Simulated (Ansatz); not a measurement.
The same path of ClH₄NSi₂ (8 atoms, charge 0, multiplicity 1) was run 3 times with different band settings. The coordinate that changes most is the angle H5–N1–Si2.

Theory: RKS PBE0/def2-SVP (Ansatz 0.2.0).

Relaxed end points:

```xyz
8
Properties=species:S:1:pos:R:3
N -0.507 1.894 -1.281
Si -0.675 0.427 -0.671
Si 0.600 -0.856 0.833
Cl -2.324 -0.639 -1.273
H 0.285 2.483 -1.030
H 0.718 -0.090 2.109
H 1.958 -1.045 0.243
H -0.055 -2.174 1.070
```

```xyz
8
Properties=species:S:1:pos:R:3
N 0.066 1.904 -0.909
Si -0.547 0.467 -0.603
Si 0.594 -0.937 0.870
Cl -2.284 -0.386 -1.347
H -0.321 2.613 -1.527
H 0.704 -0.247 2.188
H 1.952 -1.201 0.313
H -0.164 -2.214 1.015
```

Common settings: movable images 7; climbing image yes; spring 5.0 eV/Å²; optimiser quadratic models (default); end points relaxed.

| run | start path | force threshold | iteration limit |
| --- | --- | --- | --- |
| 1 | IDPP | 0.03 eV/Å | 23 |
| 2 | IDPP | 0.2 eV/Å | 24 |
| 3 | straight line | 0.03 eV/Å | 31 |

(1) What does each run give, and how far can it be trusted?

Answers

(1) Run 1: converged after 6 iterations, highest image 0.076 eV above the first end. A vibrational analysis at the climbing image gives 2 clearly imaginary modes (403i, 66i cm⁻¹): a point of higher order, so a lower path passes nearby.
Run 2: converged after 4 iterations, highest image 0.076 eV above the first end. The threshold of 0.2 eV/Å is loose, so the images may lie well off the minimum-energy path. Another band between the same ends (7 images) ends at a top of the same energy, where a vibrational analysis finds 2 clearly imaginary modes.
Run 3: converged after 8 iterations, highest image 0.076 eV above the first end. Another band between the same ends (7 images) ends at a top of the same energy, where a vibrational analysis finds 2 clearly imaginary modes.
